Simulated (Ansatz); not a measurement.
Frontier orbitals of CH$_{6}$BNO$_{2}$Si.

Cartesian coordinates in Å:
```
B 1.509 -0.105 -0.367
Si -0.371 -0.444 -1.040
O -1.080 -1.930 -1.118
C -0.547 0.453 0.684
N 0.722 0.644 0.828
O -1.485 0.849 1.523
H 2.204 0.664 -0.985
H 2.078 -1.080 0.060
H -1.072 0.461 -2.004
H -1.965 -1.975 -1.484
H 1.119 1.180 1.597
H -1.113 1.285 2.305
```

Charge 0, multiplicity 1. The bonds changed during the relaxation, so this is another structure than the one it started from. Geometry: relaxed with PBE0-D4/def2-TZVP. It is one conformer, not always the lowest. Basis def2-TZVPP, Ansatz 0.2.0.

Orbital energies of one run (eV). Highest occupied ones, from the top: -9.58, -10.41, -11.44, -12.73, -12.96, -13.24, -13.53, -15.58, -15.86, -16.48, -17.97, -19.18, -20.52, -22.30. Empty: 1.37, 2.07, 2.85, 3.28, 3.45, 4.32.

(1) Which functional gave them?
A. PBE
B. B97M-V
C. BLYP
D. LC-ωPBE

Results:

(1) D. HOMO energies: LC-ωPBE -9.58, PBE -5.79, BLYP -5.67, B97M-V -6.12 eV.

LC-ωPBE has ω = 0.4 bohr⁻¹.
